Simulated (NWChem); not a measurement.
System: PbHOI, singlet; SMILES [OH][Pb][I]

Excerpt of the output:

```
             Northwest Computational Chemistry Package (NWChem) 7.3.0
             --------------------------------------------------------

 CS  symmetry detected

                             Geometry "geometry" -> ""
                             -------------------------

 Output coordinates in angstroms (scale by  1.889725989 to convert to a.u.)

  No.       Tag          Charge          X              Y              Z
 ---- ---------------- ---------- -------------- -------------- --------------
    1 Pb                  82.0000     0.21172185     1.00819421     0.00000000
    2 I                   53.0000    -0.00797208    -1.81318437     0.00000000
    3 O                    8.0000    -1.85968008     1.38687152     0.00000000
    4 H                    1.0000    -2.06123068     2.33187441     0.00000000

 Effective nuclear repulsion energy (a.u.)    1065.1585414067

      Symmetry information
      --------------------

 Group name             Cs
 Group number              2
 Group order               2
 No. of unique centers     4

 Summary of "ao basis" -> "ao basis" (spherical)
 ------------------------------------------------------------------------------
       Tag                 Description            Shells   Functions and Types
 ---------------- ------------------------------  ------  ---------------------
 Pb                         def2-svp                10       26   4s4p2d
 I                          def2-svp                10       26   4s4p2d
 O                          def2-svp                 6       14   3s2p1d
 H                          def2-svp                 3        5   2s1p

      Symmetry analysis of basis
      --------------------------

        a'         50
        a"         21

            General Information
            -------------------
          SCF calculation type: DFT
          Wavefunction type:  closed shell.
          No. of atoms     :     4
          No. of electrons :    56
           Alpha electrons :    28
            Beta electrons :    28
          Charge           :     0
          Spin multiplicity:     1
          Use of symmetry is: on ; symmetry adaption is: on
          Maximum number of iterations: 150
          AO basis - number of functions:    71
                     number of shells:    29
          Convergence on energy requested:  1.00D-06
          Convergence on density requested:  1.00D-05
          Convergence on gradient requested:  5.00D-04

              XC Information
              --------------
                     Hartree-Fock (Exact) Exchange  1.000

      Superposition of Atomic Density Guess
      -------------------------------------

 Sum of atomic energies:        -641.67764603

      Non-variational initial energy
      ------------------------------

 Total energy =    -563.739829
 1-e energy   =   -1330.807982
 2-e energy   =     579.698934
 HOMO         =      -0.306593
 LUMO         =      -0.046001

      Symmetry analysis of molecular orbitals - initial
      -------------------------------------------------

  Numbering of irreducible representations:

     1 a'          2 a"

  Orbital symmetries:

     1 a'          2 a'          3 a'          4 a'          5 a'
     6 a"          7 a'          8 a'          9 a"         10 a'
    11 a'         12 a"         13 a'         14 a"         15 a'
    16 a'         17 a'         18 a'         19 a"         20 a"
    21 a'         22 a'         23 a'         24 a"         25 a'
    26 a"         27 a'         28 a'         29 a"         30 a'
    31 a'         32 a'         33 a'         34 a'         35 a"
    36 a'         37 a"         38 a'

     ---------------------------------------------
      Total Density - Mulliken Population Analysis
     ---------------------------------------------

    Atom       Charge   Shell Charges
 -----------   ------   -------------------------------------------------------
    1 Pb  22    20.67   2.99 -0.94  1.20  0.70  3.38  2.61  0.43  0.24  9.74  0.32
    2 I   25    25.61   1.83  0.22  1.24  0.68  2.92  3.14  2.72  2.86  9.83  0.18
    3 O    8     9.04   1.99  1.12  0.70  3.13  2.09  0.00
    4 H    1     0.67   0.53  0.08  0.06

   convergence    iter        energy       DeltaE   RMS-Dens  Diis-err
 ---------------- ----- ----------------- --------- --------- ---------
 d= 0,ls=0.0,diis     1   -563.8338483632 -7.51D+02  1.50D-02  7.45D-01
 d= 0,ls=0.0,diis     2   -563.8761174142 -4.23D-02  5.54D-03  5.36D-01
 d= 0,ls=0.0,diis     3   -563.9313222277 -5.52D-02  1.19D-03  3.34D-03
 d= 0,ls=0.0,diis     4   -563.9320519758 -7.30D-04  4.87D-04  4.98D-04
 d= 0,ls=0.0,diis     5   -563.9321899010 -1.38D-04  2.45D-04  4.48D-05
  Resetting Diis
 d= 0,ls=0.0,diis     6   -563.9322157234 -2.58D-05  1.17D-04  5.76D-06
 d= 0,ls=0.0,diis     7   -563.9322202390 -4.52D-06  1.41D-05  3.75D-07
 d= 0,ls=0.0,diis     8   -563.9322204281 -1.89D-07  1.13D-05  1.07D-07
 d= 0,ls=0.0,diis     9   -563.9322205022 -7.42D-08  4.60D-06  1.51D-08

         Total DFT energy =     -563.932220502243
      One electron energy =    -1332.649485761172
           Coulomb energy =      626.217298038358
    Exchange-Corr. energy =      -44.869251591549
 Nuclear repulsion energy =      187.369218812120

 Numeric. integr. density =        0.000000000000

                  Occupations of the irreducible representations
                  ----------------------------------------------

                     irrep           alpha         beta
                     --------     --------     --------
                     a'               20.0         20.0
                     a"                8.0          8.0

                       DFT Final Molecular Orbital Analysis
                       ------------------------------------

 Vector   26  Occ=2.000000D+00  E=-3.554230D-01  Symmetry=a'
              MO Center=  7.9D-02, -1.1D+00, -1.5D-14, r^2= 3.8D+00
   Bfn.  Coefficient  Atom+Function         Bfn.  Coefficient  Atom+Function
  ----- ------------  ---------------      ----- ------------  ---------------
    38     -0.375455  2 I  py                37      0.372980  2 I  px
    40      0.351048  2 I  px                41     -0.342971  2 I  py
    12      0.188343  1 Pb py                 3      0.186739  1 Pb s
     4      0.176684  1 Pb s                 35      0.154094  2 I  py
    34     -0.152822  2 I  px                 1     -0.137753  1 Pb s

 Vector   27  Occ=2.000000D+00  E=-3.533007D-01  Symmetry=a"
              MO Center= -1.1D-02, -1.7D+00,  1.3D-14, r^2= 2.3D+00
   Bfn.  Coefficient  Atom+Function         Bfn.  Coefficient  Atom+Function
  ----- ------------  ---------------      ----- ------------  ---------------
    39      0.566104  2 I  pz                42      0.557174  2 I  pz
    36     -0.234411  2 I  pz                33     -0.191444  2 I  pz
    13      0.069629  1 Pb pz                58     -0.065635  3 O  pz
    16      0.062013  1 Pb pz                61     -0.062027  3 O  pz
    18      0.054458  1 Pb d -1              23     -0.037063  1 Pb d -1

 Vector   28  Occ=2.000000D+00  E=-3.433518D-01  Symmetry=a'
              MO Center= -3.3D-02, -9.7D-01,  6.5D-15, r^2= 4.3D+00
   Bfn.  Coefficient  Atom+Function         Bfn.  Coefficient  Atom+Function
  ----- ------------  ---------------      ----- ------------  ---------------
    37      0.442376  2 I  px                40      0.437923  2 I  px
    38      0.261559  2 I  py                 3     -0.250765  1 Pb s
    41      0.250136  2 I  py                 4     -0.226290  1 Pb s
     1      0.184717  1 Pb s                 34     -0.182617  2 I  px
    56      0.168141  3 O  px                12     -0.162735  1 Pb py

 Vector   29  Occ=0.000000D+00  E=-4.639578D-03  Symmetry=a"
              MO Center=  2.3D-01,  9.4D-01,  3.4D-16, r^2= 4.5D+00
   Bfn.  Coefficient  Atom+Function         Bfn.  Coefficient  Atom+Function
  ----- ------------  ---------------      ----- ------------  ---------------
    16      0.730420  1 Pb pz                13      0.412147  1 Pb pz
    42     -0.231472  2 I  pz                61     -0.180006  3 O  pz
    10     -0.166705  1 Pb pz                 7     -0.163400  1 Pb pz
    58     -0.147707  3 O  pz                39     -0.125464  2 I  pz
    36      0.055673  2 I  pz                33      0.044617  2 I  pz

 Vector   30  Occ=0.000000D+00  E= 5.733540D-02  Symmetry=a'
              MO Center=  2.7D-01,  9.8D-01, -2.9D-15, r^2= 6.3D+00
   Bfn.  Coefficient  Atom+Function         Bfn.  Coefficient  Atom+Function
  ----- ------------  ---------------      ----- ------------  ---------------
    15      1.088826  1 Pb py                41      0.647244  2 I  py
    30      0.577681  2 I  s                 12      0.315473  1 Pb py
     3     -0.263517  1 Pb s                 38      0.192385  2 I  py
    14     -0.152828  1 Pb px                 4     -0.143217  1 Pb s
     1      0.139905  1 Pb s                  9     -0.136082  1 Pb py

 Vector   31  Occ=0.000000D+00  E= 9.099270D-02  Symmetry=a'
              MO Center=  2.7D-01,  9.2D-01,  5.2D-16, r^2= 5.7D+00
   Bfn.  Coefficient  Atom+Function         Bfn.  Coefficient  Atom+Function
  ----- ------------  ---------------      ----- ------------  ---------------
    14      0.984908  1 Pb px                55      0.531410  3 O  s
     3     -0.367550  1 Pb s                 41      0.227912  2 I  py
     1      0.206791  1 Pb s                 59      0.205755  3 O  px
    40     -0.202262  2 I  px                11      0.181766  1 Pb px
    56      0.178586  3 O  px                 4     -0.138792  1 Pb s

     ---------------------------------------------
      Total Density - Mulliken Population Analysis
     ---------------------------------------------

[...]
```

Level: Hartree-Fock/def2-SVP with def2 effective core potentials on I, Pb. Low-valent species are run as closed-shell singlets; no triplet was tried in these runs. Geometry: optimised at PBE0/def2-SVP. def2 effective core potentials on I, Pb; no spin-orbit coupling.

Q: Reconstruct the input file.

A: One answer among several that fit: the input that was run:
```
start job
memory heap 200 mb stack 900 mb global 1100 mb
geometry units angstroms noautoz
  Pb     0.132517     1.021937     0.000000
  I      0.041558    -1.806520     0.000000
  O     -1.953983     1.305874     0.000000
  H     -2.198367     2.240716     0.000000
end
basis spherical
  * library def2-svp
end
ecp
  I library def2-ecp
  Pb library def2-ecp
end
dft
  xc hfexch
  iterations 150
  mulliken
end
task dft energy
```
